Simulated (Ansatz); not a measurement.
Stepwise reaction of `[CH3][Al]([CH3])[Cl]` with hydrogen chloride, as a gas-phase model of exchange steps in deposition or etching. ΔE in kJ/mol.

Program: Ansatz. Geometries: PBE0-D4/def2-TZVP. ΔE: electronic, gas phase. CBS: MP2 limit from def2 TZ/QZ plus the TZ coupled-cluster correction, frozen cores. This one scheme is used for every species. Functionals use def2-TZVPP. B3LYP here is the variant with VWN-RPA as its local correlation; programs differ in this.

```json
{"step": "1", "reaction": "`[CH3][Al]([CH3])[Cl]` + HCl → `[CH3][Al]([Cl])[Cl]` + CH₄", "PBE-D4": "-162.7", "B3LYP-D4": "-170.0", "ωB97M-V": "-167.7", "CCSD(T)/CBS": "-169.2"}
```

Question: Give the row of step 2, `[CH3][Al]([Cl])[Cl]` + HCl → `[Cl][Al]([Cl])[Cl]` + CH₄. (An estimate is asked.)

Answer: Computed: 
```tsv
step	reaction	PBE-D4	B3LYP-D4	ωB97M-V	CCSD(T)/CBS
2	`[CH3][Al]([Cl])[Cl]` + HCl → `[Cl][Al]([Cl])[Cl]` + CH₄	-143.2	-150.8	-148.2	-150.9
```

Question: By hand: ΔE of the 2 steps together at CCSD(T)/CBS.

Answer: (-169.2) + (-150.9) = -320.1 kJ/mol, or -160.1 kJ/mol a step.

In ΔE each step is higher than the one before. All are downhill at CCSD(T)/CBS. PBE-D4 differs from CCSD(T)/CBS by 6.5 to 7.7 kJ/mol a step. Isolated molecules leave out the surface, adducts and barriers. Largest T1 diagnostic: 0.009.
